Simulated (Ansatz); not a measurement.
Geometry optimisation, RKS BHLYP-D4/STO-3G (Ansatz).

Input file:

```yaml
crystal:
  periodic: [false, false, false]
  atoms:
    - { symbol: C, position_ang: [0.1515, -0.5938, 1.589] }
    - { symbol: C, position_ang: [0.7477, -0.6451, 0.2314] }
    - { symbol: "N", position_ang: [2.0922, -1.1603, 0.1592] }
    - { symbol: O, position_ang: [-0.008, -1.1338, -0.7987] }
    - { symbol: Si, position_ang: [0.1372, 0.4501, -1.1664] }
    - { symbol: Si, position_ang: [-1.7682, 1.6593, -0.9087] }
    - { symbol: H, position_ang: [0.3263, -1.4554, 2.1618] }
    - { symbol: H, position_ang: [-0.947, -0.422, 1.5212] }
    - { symbol: H, position_ang: [0.512, 0.3159, 2.1831] }
    - { symbol: H, position_ang: [2.1853, -2.0263, 0.7349] }
    - { symbol: H, position_ang: [2.3246, -1.4548, -0.7625] }
    - { symbol: H, position_ang: [0.9752, 0.5592, -2.3721] }
    - { symbol: H, position_ang: [-2.3303, 1.6228, 0.4739] }
    - { symbol: H, position_ang: [-2.8772, 1.1698, -1.7884] }
    - { symbol: H, position_ang: [-1.5433, 3.0636, -1.2285] }
basis:
  gaussian: { orbitals: STO-3G }
hamiltonian:
  xc: { name: BHLYP }
  dispersion: d4
relax:
  f_tol: 0.015
  max_steps: 40
```

Run as:

```bash
$ ansatz run input.yaml --threads 1 --pin off --max-ram 2048MiB --backend cpu --events-out ev --progress --plain --runs-dir out
```

Task: Where does it end, and by what steps?

Result: It converged. The force dipped under the threshold on the way, but the program's further checks kept it going. Limits of this set-up: minimal basis. After 19 steps the energy has fallen by 1.126 eV; H14 moved furthest, 0.44 Å.

```csv
step,energy less start (eV),largest force component (eV/Å),accepted
0,0.0000,5.573,yes
1,-0.9224,2.570,yes
2,-1.0847,0.557,yes
3,-1.1026,0.510,yes
4,-1.1220,0.118,yes
5,-1.1233,0.035,yes
6,-1.1240,0.021,yes
7,-1.1239,0.070,no
8,-1.1242,0.006,yes
9,-1.1244,0.029,yes
10,-1.1246,0.033,yes
11,-1.1248,0.024,yes
12,-1.1251,0.053,yes
13,-1.1253,0.040,yes
14,-1.1254,0.028,yes
15,-1.1256,0.014,yes
16,-1.1257,0.020,yes
17,-1.1258,0.021,yes
18,-1.1258,0.012,yes
19,-1.1259,0.007,yes
```

```xyz
15
Properties=species:S:1:pos:R:3
C 0.181 -0.536 1.649
C 0.698 -0.635 0.201
N 2.132 -1.031 0.192
O -0.184 -1.371 -0.725
Si -0.029 0.291 -1.182
Si -1.795 1.650 -0.962
H 0.319 -1.487 2.171
H -0.882 -0.289 1.668
H 0.731 0.233 2.194
H 2.191 -1.948 0.696
H 2.370 -1.280 -0.796
H 0.806 0.481 -2.333
H -2.484 1.381 0.263
H -2.709 1.474 -2.051
H -1.365 3.016 -0.956
```

Whether the end is a true minimum wasn't checked by a vibrational analysis.

Time of the run: 47 s on 1 thread of Intel(R) Xeon(R) 6975P-C (Granite Rapids) (shared host), peak memory 0.19 GiB.
